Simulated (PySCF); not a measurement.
yttrium atom (Y), doublet (core potentials on Y).

Input for PySCF:
```python
from pyscf import gto, scf, dft

mol = gto.M(
    atom='''
Y     0.00000000    0.00000000    0.00000000
''',
    basis='def2-svpd',
    ecp={'Y': 'def2-svpd'},
    spin=1,
    verbose=4,
)

mf = dft.UKS(mol)
mf.xc = 'b3lyp5'
mf.grids.atom_grid = (99, 590)
mf.grids.prune = None
mf.kernel()
```

Task: What does this run give for the total energy, number of basis functions, <S^2>, HOMO energy, dipole moment?

Result: 
```json
{
 "total_energy": "-38.1895 Eh",
 "number_of_basis_functions": "34",
 "<S^2>": "0.808",
 "HOMO energy": "-3.56 eV",
 "dipole_moment": "0.00 D"
}
```

These values belong to the state on which the SCF converged, which isn't shown to be the lowest.
